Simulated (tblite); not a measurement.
Input of a run (GFN2-xTB geometry optimisation, gas phase (tblite 0.8.0)), started from a force field or distance geometry:
```
{"job": {"kind": "relax", "xc": "GFN2-xTB", "basis": "xTB"}, "charge": 0, "multiplicity": 1}
N     -3.185400    -3.570500     0.797200
C     -2.451200    -2.696800     0.599400
C     -1.493600    -1.649200     0.374300
C     -0.125700    -1.687200     0.317100
C      0.399000    -0.439700     0.073200
C      1.829700    -0.079300    -0.062000
C      2.860000    -0.957400     0.064000
C      4.096100    -0.439100    -0.074900
C      4.146100     0.884300    -0.333200
S      2.390100     1.345000    -0.348000
N     -0.657700     0.388100    -0.051500
C     -0.812000     1.700500    -0.291900
C     -2.031000     2.337100    -0.355500
C     -3.182400     1.623000    -0.186800
C     -3.053900     0.278600     0.070000
C     -1.809000    -0.310400     0.141500
H      0.437900    -2.616400     0.482500
H      2.679000    -2.039900     0.279100
H      5.013200    -1.051100     0.006200
H      5.078800     1.464300    -0.474500
H      0.065800     2.316400    -0.439300
H     -2.082300     3.398100    -0.563500
H     -4.146300     2.114300    -0.225000
H     -3.977000    -0.292900     0.209300
```

Output (eV, eV/Å):
```
step      E/eV     max force
  0   -1113.44803    8.430
  1   -1114.39350    2.420
  2   -1114.54778    2.615
  3   -1114.56720    4.038
  4   -1114.67444    0.571
  5   -1114.69852    0.470
  6   -1114.72342    0.321
  7   -1114.73276    0.273
  8   -1114.74160    0.186
  9   -1114.74821    0.256
 10   -1114.75403    0.157
 11   -1114.75738    0.110
 12   -1114.75941    0.109
 13   -1114.76103    0.139
 14   -1114.76262    0.105
 15   -1114.76391    0.070
 16   -1114.76492    0.064
 17   -1114.76576    0.064
 18   -1114.76650    0.065
 19   -1114.76715    0.059
 20   -1114.76787    0.059
 21   -1114.76879    0.073
 22   -1114.76984    0.077
 23   -1114.77075    0.086
 24   -1114.77142    0.067
 25   -1114.77201    0.055
 26   -1114.77258    0.060
 27   -1114.77299    0.051
 28   -1114.77318    0.027
 29   -1114.77328    0.026
 30   -1114.77336    0.024
 31   -1114.77346    0.024
 32   -1114.77353    0.018
 33   -1114.77358    0.018
 34   -1114.77363    0.016
 35   -1114.77367    0.015
 36   -1114.77370    0.014
 37   -1114.77372    0.008
```

Problem. Summarise the run.

Solution. The energy falls by 1.326 eV over 37 L-BFGS steps, the largest force on an atom goes from 8.43 to 0.008 eV/Å, and the atoms move by 0.089 Å rms after alignment. The bond that changes most is C6–S10 (substituted aromatic carbon to thiophene-type sulfur), which lengthens by 0.188 Å. Bonds longer at the end by more than 0.005 Å: 12 of 26; shorter: 12. Among the angles that change most is S10–C9–H20, from 132.9° to 119.0°. The energy never rose by more than 1e-5 eV on the way. The first step brought 71 % of the lowering.

Problem. What are the final bond lengths?

Solution. N1≡C2 1.149 Å, C2–C3 1.397 Å, C3–C4 1.400 Å, C4–C5 1.391 Å, C5–C6 1.435 Å, C6–C7 1.374 Å, C7–C8 1.407 Å, C8–C9 1.356 Å, C9–S10 1.717 Å, C5–N11 1.375 Å, N11–C12 1.359 Å, C12–C13 1.360 Å, C13–C14 1.411 Å, C14–C15 1.366 Å, C15–C16 1.400 Å, C3–C16 1.403 Å, C6–S10 1.745 Å, N11–C16 1.390 Å, C4–H17 1.071 Å, C7–H18 1.074 Å, C8–H19 1.075 Å, C9–H20 1.071 Å, C12–H21 1.076 Å, C13–H22 1.078 Å, C14–H23 1.078 Å, C15–H24 1.079 Å. Numbering counts from 1 in the input's order; the species is `N#Cc1cc(-c2cccs2)n2ccccc12`.

GFN2-xTB frequencies show an imaginary mode (26i cm⁻¹), so the point is no minimum at that level.

Shape of the structure used: `[N:1]#[C:2][c:3]1[cH:4][c:5](-[c:6]2[cH:7][cH:8][cH:9][s:10]2)[n:11]2[cH:12][cH:13][cH:14][cH:15][c:16]12`: C4–C5–C6–C7 0°.

These are computed values.
